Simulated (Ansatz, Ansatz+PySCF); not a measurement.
```xyz
18

C     0.0000    0.0000    0.0000
C     1.1691    0.6750    0.0000
C     2.4249   -0.0500    0.0000
C     3.5940    0.6250    0.0000
C     4.8497   -0.1000    0.0000
C     5.7266    0.0688    1.0125
C     6.9823   -0.6562    1.0125
C     7.8592   -0.4875    2.0250
H     0.0000   -1.0900    0.0000
H    -0.9440    0.5450    0.0000
H     1.1691    1.7650    0.0000
H     2.4249   -1.1400    0.0000
H     3.5940    1.7150    0.0000
H     5.0857   -0.7812   -0.8175
H     5.4906    0.7500    1.8300
H     7.2183   -1.3375    0.1950
H     7.6232    0.1938    2.8425
H     8.8032   -1.0325    2.0250
```

Basis set: def2-SVP (spherical functions). Charge 0, multiplicity 1.

Computed with Ansatz (development build ahead of 0.2.0); each method stands on the lowest determinant of its kind that the runs found. Restricted functionals stand beside restricted open-shell atoms, which can lie above the unrestricted atoms usual in DFT and then raise those values.

The atomization energy at this shape (free ground-state atoms in the same class of orbitals less the molecule, no zero-point energy) of singlet C8H10:

| method | atomization energy |
| --- | --- |
| ωB97X (restricted) | 83.44 eV |
| PBE0 (restricted) | 84.36 eV |
| UHF | 63.00 eV |
| RHF | 63.51 eV |

**Question.** What does PBE0 (unrestricted) give?

**Answer.** 84.00 eV. Caution for UHF: the unrestricted determinant is a mixture of spin states. Caution for RHF: an unrestricted determinant lies well below.

The shape needn't be a minimum at these levels.
